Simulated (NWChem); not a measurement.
Species: SnNH$_{4}$Cl; SMILES [NH2][SnH2][Cl]

```xyz
7

Sn    -0.3133     0.3585     0.0000
N      1.3219     1.5529     0.0000
Cl     0.2895    -1.9373     0.0000
H     -1.1678     0.6247    -1.4523
H     -1.1678     0.6247     1.4523
H      1.9123     1.4435    -0.8225
H      1.9123     1.4435     0.8225
```
Atoms are numbered in this order, from 1.

Program: NWChem. Coordinates come from a PBE0/def2-SVP optimisation. def2 effective core potentials on Sn; no spin-orbit coupling. B3LYP is NWChem's, with the RPA form of VWN correlation. Vertical excitations in the gas phase; the lowest state need not have the same character in each row.

Problem. Order these by “lowest excitation, singlet (eV)”, lowest first: CAM-B3LYP/def2-SVP, full TDDFT; PBE/def2-SVP, full TDDFT; B3LYP/def2-SVP, full TDDFT.

Solution. PBE/def2-SVP, full TDDFT (5.27), B3LYP/def2-SVP, full TDDFT (5.80), CAM-B3LYP/def2-SVP, full TDDFT (6.19)
